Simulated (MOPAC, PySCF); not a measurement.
[Ta(Cl)(OH)4], neutral singlet in the gas phase. 

Cartesian coordinates (Å):
```xyz
10

Ta    -0.1804    -0.0652    -0.2538
Cl     1.9802    -1.0406     0.2631
O     -1.7434     0.7203    -0.9825
H     -2.2586     1.1240    -1.6985
O     -0.4493    -1.6442    -1.3362
H      0.2668    -2.3042    -1.4053
O      0.8391     1.4965    -0.7695
H      1.8140     1.4623    -0.7290
O     -0.7710    -0.1561     1.5553
H     -1.5825     0.1125     2.0184
```
Charge 0, spin multiplicity 1.

All levels are single points at this geometry (BP86-D3(BJ)/def2-SVP); Pople sets use spherical d functions. Orbital energies aren't observables, and empty levels follow the basis.

```json
[
 {"level": "B3LYP-D3(BJ)/def2-TZVP in PySCF", "HOMO (eV)": "-8.12", "LUMO (eV)": "-2.00", "gap (eV)": "6.13", "dipole (D)": "2.71", "vertical IE, Delta-SCF (eV)": "–"},
 {"level": "TPSSh-D3(BJ)/def2-TZVP in PySCF", "HOMO (eV)": "-7.61", "LUMO (eV)": "-2.17", "gap (eV)": "5.44", "dipole (D)": "2.80", "vertical IE, Delta-SCF (eV)": "–"},
 {"level": "B3LYP/6-311+G** (LANL2DZ on Ta) in PySCF", "HOMO (eV)": "-8.32", "LUMO (eV)": "-2.60", "gap (eV)": "5.73", "dipole (D)": "2.68", "vertical IE, Delta-SCF (eV)": "–"},
 {"level": "B3LYP/6-31G* (LANL2DZ on Ta) in PySCF", "HOMO (eV)": "-8.03", "LUMO (eV)": "-2.17", "gap (eV)": "5.86", "dipole (D)": "3.15", "vertical IE, Delta-SCF (eV)": "10.39"},
 {"level": "B3LYP/LANL2DZ in PySCF", "HOMO (eV)": "-8.27", "LUMO (eV)": "-2.47", "gap (eV)": "5.80", "dipole (D)": "3.03", "vertical IE, Delta-SCF (eV)": "–"},
 {"level": "BP86/6-31G* (LANL2DZ on Ta) in PySCF", "HOMO (eV)": "-6.92", "LUMO (eV)": "-2.77", "gap (eV)": "4.16", "dipole (D)": "3.20", "vertical IE, Delta-SCF (eV)": "–"},
 {"level": "M06-2X/6-31G* (LANL2DZ on Ta) in PySCF", "HOMO (eV)": "-9.76", "LUMO (eV)": "-1.11", "gap (eV)": "8.65", "dipole (D)": "3.16", "vertical IE, Delta-SCF (eV)": "–"},
 {"level": "PBE/6-31G* (LANL2DZ on Ta) in PySCF", "HOMO (eV)": "-6.82", "LUMO (eV)": "-2.65", "gap (eV)": "4.17", "dipole (D)": "3.19", "vertical IE, Delta-SCF (eV)": "9.86"},
 {"level": "PM6 in MOPAC", "HOMO (eV)": "-9.43", "LUMO (eV)": "-1.05", "gap (eV)": "8.39", "dipole (D)": "4.12", "vertical IE, Delta-SCF (eV)": "–"}
]
```
